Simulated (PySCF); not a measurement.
## C₆ coefficients of unlike pairs at PBE0

Calculated with PySCF 2.14 from the dipole response of each species, C₆(A,B) = (3/π) ∫ α_A(iu) α_B(iu) du, in atomic units, from isotropic polarisabilities. For ions this is the dispersion term alone; charge-induced terms of lower order in 1/R come first.

```
species           configuration                                                                                   basis      relativity  α (bohr³)  C₆ (like pair)
      O       [He] 2s2 2p4 (3P)                                                                  aug-cc-pwCVDZ (5s4p2d)            none      4.565           13.44
     Sb  [Kr] 4d10 5s2 5p3 (4S)  aug-cc-pVTZ-PP with one added diffuse shell each of d, f type with ECP28MDF (6s5p5d3f)  core potential      45.81           496.0
     Ca           [Ar] 4s2 (1S)                                                        aug-cc-pwCVQZ-X2C (11s10p8d6f3g)   spin-free X2C      162.4            2278
    Cd⁺      [Kr] 4d10 5s1 (2S)                    def2-QZVPPD with the def2 core potential (28 electrons) (7s5p4d4f2g)  core potential      23.24           137.5
```

(1) Estimate C₆ for Cd⁺ with Sb.

No spin-orbit coupling is included.

The other pairs:

```
   pair     C₆
Cd⁺, Ca  482.0
 Ca, Sb  948.9
 Cd⁺, O  40.78
  Ca, O  117.8
  Sb, O  73.46
```

## Answers

(1) The integral gives 257.7. The combination rule 2 C_A C_B / (C_A α_B/α_A + C_B α_A/α_B) gives 260.9 and the geometric mean 261.1.
